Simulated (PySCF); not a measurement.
# BrWN: from structure and modes to constants

Computed with UPBE in PySCF with W def2-SVP with ECP60, N def2-SVP, Br def2-SVP; scalar-relativistic core potentials, no spin–orbit coupling; density-fitted integrals.

The triplet minimum has Cs symmetry. Masses (u): W 183.95093, N 14.00307, Br 78.91834.

```xyz
3
charge 0 multiplicity 3, angstrom
W     0.0000   -0.6746    0.0000
N    -1.6494   -0.9658    0.0000
Br    0.2927    1.7438    0.0000
```

Harmonic wavenumbers (cm⁻¹): 195.5 (a', ×1), 261.9 (a', ×1), 1097.7 (a', ×1).

(1) Find the principal moments of inertia and the rotational constants. What kind of rotor is it?

(2) Find the vibrational entropy and heat capacity at 298.15 K.

(3) Give the standard entropy (298.15 K, 1 bar) by its translational, rotational, vibrational and spin parts, and Cp.

Results:

(1) About the centre of mass I = 32.004, 349.59, 381.59 u Å². With B = 16.8576/I this gives 0.5267, 0.04822, 0.04418 cm⁻¹. The molecule is an asymmetric top with κ = -0.98.

(2) With u = 1.43878 ω/T, each mode gives S = R[u/(eᵘ−1) − ln(1−e⁻ᵘ)] and C = R u² eᵘ/(eᵘ−1)².
```
ω (cm⁻¹)      u  S (J/(mol K))  C (J/(mol K))
   195.5  0.944           9.10           7.72
   261.9  1.264           6.90           7.29
  1097.7  5.297           0.26           1.18
```
The sums over all modes are S = 16.3 and C = 16.2 J/(mol K); the softest mode gives 56 % of the entropy.

(3) Sackur–Tetrode with M = 276.87 u gives 179.0; rotation with symmetry number 1 gives 112.0; vibration 16.3; spin R ln 3 = 9.1. The total is 316.4 J/(mol K), and Cp = 4 R + 16.2 = 49.5 J/(mol K).

Other isomers or separated fragments may lie lower. Other spin states or occupations of the open shell can lie lower. Spin–orbit coupling, left out here, can matter for elements this heavy.
